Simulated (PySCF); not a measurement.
**AlTe: frontier orbitals**

r²SCAN at R = 2.370 Å; PySCF, spin-free X2C with a Gaussian nucleus, basis sets Al x2c-SVPall, Te x2c-SVPall. State: ²Σ⁺ (doublet), unpaired electrons σ ↑. Only the outer orbitals are listed, counted within each symmetry.

| spin | orbital | occ. | ε (eV) | on Al (%) | main shells (%) |
| --- | --- | --- | --- | --- | --- |
| α | 13σ | 1 | -15.44 | 11 | 88 Te s |
| α | 14σ | 1 | -9.22 | 63 | 61 Al s, 30 Te p |
| α | 15σ | 1 | -6.28 | 57 | 41 Te p, 39 Al p, 18 Al s |
| α | 7π | 1 | -5.78 | 20 | 80 Te p, 19 Al p |
| α | 7π | 1 | -5.78 | 20 | 80 Te p, 19 Al p |
| α | 8π | 0 | -2.49 | 80 | 79 Al p, 18 Te p |
| α | 8π | 0 | -2.49 | 80 | 79 Al p, 18 Te p |
| α | 16σ | 0 | 0.46 | 96 | 71 Al p, 16 Al s, 13 Te p |
| β | 13σ | 1 | -15.08 | 12 | 87 Te s |
| β | 14σ | 1 | -8.48 | 56 | 55 Al s, 35 Te p, 9 Te s |
| β | 7π | 1 | -5.69 | 18 | 81 Te p, 17 Al p |
| β | 7π | 1 | -5.69 | 18 | 81 Te p, 17 Al p |
| β | 15σ | 0 | -4.61 | 64 | 36 Al s, 36 Te p, 27 Al p |
| β | 8π | 0 | -1.87 | 81 | 81 Al p, 17 Te p |
| β | 8π | 0 | -1.87 | 81 | 81 Al p, 17 Te p |

Q: Which are the highest filled and the lowest empty level, where do they sit, and how wide is the gap?

A: Highest filled β 7π at -5.69 eV (in %: 81 Te p, 17 Al p); lowest empty β 15σ at -4.61 eV (in %: 36 Al s, 36 Te p, 27 Al p); the gap at r²SCAN is 1.08 eV.

```json
{
  "bond order (Mayer)": "2.16",
  "⟨S²⟩": "0.759",
  "charge on Al (Mulliken, basis-dependent)": "0.25",
  "charge on Al (Löwdin, basis-dependent)": "0.09",
  "dipole moment (positive dipole means Al(−)Te(+))": "-2.65 D"
}
```

Spin–orbit coupling is left out. The state was picked by a PBE0 search and need not be the measured ground state.
